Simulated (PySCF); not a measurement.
```xyz
4
charge 0 multiplicity 2, angstrom
Ge    0.0000    0.0000   -0.4455
Cl    2.0562    0.0000    0.3148
Cl   -1.0281    1.7808    0.3148
Cl   -1.0281   -1.7808    0.3148
```

Level of theory: UPBE in PySCF with Ge def2-SVP, Cl def2-SVP; no relativity; density-fitted integrals.

This geometry of GeCl3 is a stationary point at this level.

Task: What is the point group?

Result: C3v.

Task: Is it a minimum?

Result: Yes: all harmonic wavenumbers are real.

Task: List the harmonic modes with their infrared intensities.

Result: 
| symmetry | ω (cm⁻¹) | IR (km/mol, summed over degenerate members) |
| --- | --- | --- |
| e | 120 | 2.7 |
| a1 | 149 | 3.6 |
| a1 | 357 | 8.7 |
| e | 401 | 145 |

Task: Give the atomic charges and bond orders.

Result: 
| atom | Mulliken | Löwdin | polar tensor | spin (Mulliken) | Mayer order to Ge1 |
| --- | --- | --- | --- | --- | --- |
| Ge1 | 0.52 | -0.07 | 1.31 | 0.52 | – |
| Cl2,3,4 | -0.17 | 0.02 | -0.44 | 0.16 | 1.09 |

Task: Give the ideal-gas entropy at 298.15 K and 1 bar by parts.

Result: translation 173.5, rotation 110.5, vibration 49.9, spin 5.8; total 339.7 J/(mol K).

In C3v the vibrations span 2e + 2a1.

Only a few start shapes were tried, so a lower isomer may exist.
